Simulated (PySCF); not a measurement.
## Electron correlation in P⁻ (phosphorus, charge -1)

[Ne] 3s2 3p4, high-spin 3P determinant. Calculation: PySCF 2.14, in dyall-av3z (19s12p3d2f, 84 functions); the non-relativistic Hamiltonian (point nucleus). Frozen: [Ne]; 6 electrons correlated; the 26 highest virtual orbitals of each spin left out.

| level | correlation energy (mhartree) |
| --- | --- |
| CCSD | -134.18 |
| (T) | -6.53 |
| CCSD(T) | -140.71 |

Diagnostics: T1 = 0.015, D1 = 0.0340, largest double amplitude 0.041.

Cost of the coupled-cluster step: of the order of 7 core-seconds, for 6 correlated electrons.

Iterations:

```
CC2 = 0
CCSD nocc = (np.int64(4), np.int64(2)), nmo = (53, 53)
frozen orbitals [[0, 1, 2, 3, 4, 58, 59, 60, 61, 62, 63, 64, 65, 66, 67, 68, 69, 70, 71, 72, 73, 74, 75, 76, 77, 78, 79, 80, 81, 82, 83], [0, 1, 2, 3, 4, 58, 59, 60, 61, 62, 63, 64, 65, 66, 67, 68, 69, 70, 71, 72, 73, 74, 75, 76, 77, 78, 79, 80, 81, 82, 83]]
max_cycle = 100
direct = 0
conv_tol = 1e-08
conv_tol_normt = 1e-06
diis_space = 8
diis_start_cycle = 0
Init t2, MP2 energy = -0.114029353257831
Init E_corr(UCCSD) = -0.114029353269705
cycle = 1  E_corr(UCCSD) = -0.128820756625387  dE = -0.0147914034  norm(t1,t2) = 0.0521549
cycle = 2  E_corr(UCCSD) = -0.132320088668051  dE = -0.00349933204  norm(t1,t2) = 0.0194601
cycle = 3  E_corr(UCCSD) = -0.134191867845604  dE = -0.00187177918  norm(t1,t2) = 0.00996159
cycle = 4  E_corr(UCCSD) = -0.134203385828261  dE = -1.15179827e-05  norm(t1,t2) = 0.00362492
cycle = 5  E_corr(UCCSD) = -0.134154413432526  dE = 4.89723957e-05  norm(t1,t2) = 0.00196196
cycle = 6  E_corr(UCCSD) = -0.134181410268125  dE = -2.69968356e-05  norm(t1,t2) = 0.00088864
cycle = 7  E_corr(UCCSD) = -0.134184006396062  dE = -2.59612794e-06  norm(t1,t2) = 0.000287363
cycle = 8  E_corr(UCCSD) = -0.134183496107762  dE = 5.102883e-07  norm(t1,t2) = 0.000144296
cycle = 9  E_corr(UCCSD) = -0.13418374109654  dE = -2.44988779e-07  norm(t1,t2) = 5.35276e-05
cycle = 10  E_corr(UCCSD) = -0.134183682948  dE = 5.81485401e-08  norm(t1,t2) = 1.70718e-05
cycle = 11  E_corr(UCCSD) = -0.13418365694564  dE = 2.60023604e-08  norm(t1,t2) = 6.55534e-06
cycle = 12  E_corr(UCCSD) = -0.134183699385779  dE = -4.24401386e-08  norm(t1,t2) = 2.47779e-06
cycle = 13  E_corr(UCCSD) = -0.134183692702311  dE = 6.6834677e-09  norm(t1,t2) = 9.82688e-07
UCCSD converged
E(UCCSD) = -340.8411909539517  E_corr = -0.1341836927023108
UCCSD(T) correction = -0.00653160731890204
```
